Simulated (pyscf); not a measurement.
# Cl–Sb(Cl)–Cl (SMILES [Cl][Sb]([Cl])[Cl]), singlet

Gas-phase minimum from PySCF at ωB97X-D3(BJ)/def2-SVP, one conformer. 

```
Sb
Cl 1 2.3437
Cl 1 2.3438 2 97.07
Cl 1 2.3440 2 97.07 3 -98.06
```

Properties at ωB97X-D3(BJ)/def2-SVP:

- Harmonic wavenumbers, unscaled = 122, 122, 153, 390, 390, 405 cm⁻¹
- Zero-point energy = 2.3 kcal/mol
- Rotational symmetry number = 3
- Entropy of this conformer at 298 K and 1 atm, rigid rotor and harmonic oscillator, modes under 100 cm⁻¹ raised to 100 = 337.4 J/(mol K)
- Dipole moment = 3.07 D

Single-point totals, which compare only within one level (frozen core for MP2 and CC):

```tsv
level	total energy (hartree)
ωB97X-D3(BJ)/def2-TZVP	-1621.12249
PBE/def2-TZVP	-1620.46513
r²SCAN/def2-TZVP	-1621.03214
B3LYP-D3(BJ)/def2-TZVP	-1621.16143
PBE0-D3(BJ)/def2-TZVP	-1620.58493
M06-2X/def2-TZVP	-1620.89908
ωB97M-D3(BJ)/def2-TZVP	-1621.22395
HF/def2-TZVPP	-1617.92299
MP2/def2-TZVPP	-1618.82485
CCSD/def2-TZVPP	-1618.85644
CCSD(T)/def2-TZVPP	-1618.89500
```

The CCSD(T) − MP2 part came from Ansatz, without density fitting, on the same reference. The frozen core leaves the outer d or s,p core shells of the metals and heavy elements correlated in the MP2 and CC values, and def2-TZVPP describes them poorly, so these totals are far from the basis limit. Elements past Kr carry the def2 core potentials, without spin-orbit coupling.
